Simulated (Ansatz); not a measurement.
TaO2, SMILES [O]=[Ta]=[O] (connectivity only; charge and spin as stated), neutral, multiplicity 2.

Geometry: PBE-D3(BJ)/def2-TZVP. The spin state was assumed, not searched. The def2 effective core potentials stand for the cores of Ta; spin–orbit coupling is left out.

Two levels are set side by side: PBE/def2-TZVPD (Ansatz, a program for electronic structure) and PBE0/def2-TZVPD (Ansatz). Energy differences of separate SCF runs at the same geometry; the states with an electron removed or added have multiplicity 1 and 1. Differences are taken from unrounded values.

```csv
quantity,PBE0,PBE,PBE minus PBE0
vertical ionisation energy (eV),8.75,8.66,-0.09
vertical electron affinity (eV),2.00,1.96,-0.04
```

Here PBE gives about what the other level gives.
